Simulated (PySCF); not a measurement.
C7H12N2.
Structure used (PBE0-D3(BJ)/def2-SVP), in Å, numbered top down from 1:
```xyz
21
C7H12N2 angstrom
C      3.1203    0.4916    1.7933
C      2.8268   -0.1563    0.8127
C      2.4328   -0.8946   -0.3924
N      1.1099   -0.5795   -0.8806
N      0.1123   -1.1554   -0.1730
C     -1.0694   -0.6634   -0.2079
C     -2.1426   -1.3729    0.5555
C     -1.4370    0.6006   -0.9455
C     -1.1345    1.8642   -0.1377
H      3.3839    1.0557    2.6687
H      3.1630   -0.6962   -1.1947
H      2.4585   -1.9765   -0.1918
H      0.9964    0.4116   -1.0930
H     -2.6250   -0.6973    1.2826
H     -2.9379   -1.7350   -0.1185
H     -1.7161   -2.2282    1.0950
H     -2.5106    0.5724   -1.1898
H     -0.9097    0.6303   -1.9156
H     -1.6942    1.8672    0.8099
H     -0.0669    1.9387    0.1232
H     -1.4111    2.7719   -0.6952
```

Level: PBE0/pcSseg-1 in PySCF, non-relativistic, on one gas-phase PBE0-D3(BJ)/def2-SVP geometry that isn't relaxed in the solvent. The solvent is an IEF-PCM continuum (cavity from Bondi-type radii × 1.2). The model holds no explicit solvent molecules, cavitation or dispersion.

```json
{"run": "gas", "E − E(gas) (kJ/mol)": "0.00", "HOMO (eV)": "-6.18", "HOMO–LUMO gap (eV)": "6.49", "dipole (D)": "1.96"}
{"run": "P", "E − E(gas) (kJ/mol)": "-33.06", "HOMO (eV)": "-6.28", "HOMO–LUMO gap (eV)": "6.53", "dipole (D)": "2.84"}
{"run": "Q", "E − E(gas) (kJ/mol)": "-22.39", "HOMO (eV)": "-6.23", "HOMO–LUMO gap (eV)": "6.52", "dipole (D)": "2.52"}
```

Problem. The runs were made in chloroform and water. Which run belongs to which solvent?

Solution. P = water, Q = chloroform. The dielectric constants are 4.711 (chloroform), 78.36 (water), and the energy falls further as ε rises. In this model the ground state sees the solvent through ε alone.

Problem. How constant is the ratio of the lowering to (ε − 1)/(2ε + 1)?

Solution. 
```csv
solvent,(ε − 1)/(2ε + 1),E − E(gas) (kJ/mol),ratio (kJ/mol),polarisation term (kJ/mol)
chloroform,0.356,-22.39,-62.9,-24.73
water,0.490,-33.06,-67.4,-38.56
```

The ratio changes by +7.2 % in size from chloroform to water. The polarisation term is half the interaction of the solute with the induced surface charges.

Hardware: one thread, Arm Neoverse V1 (aarch64), shared host with 32 logical CPUs at a one-minute load of 15. Cost: 39 s wall, 1.2 GiB resident at most. This is the whole shielding run at PBE0/pcSseg-1 in water, SCF included.
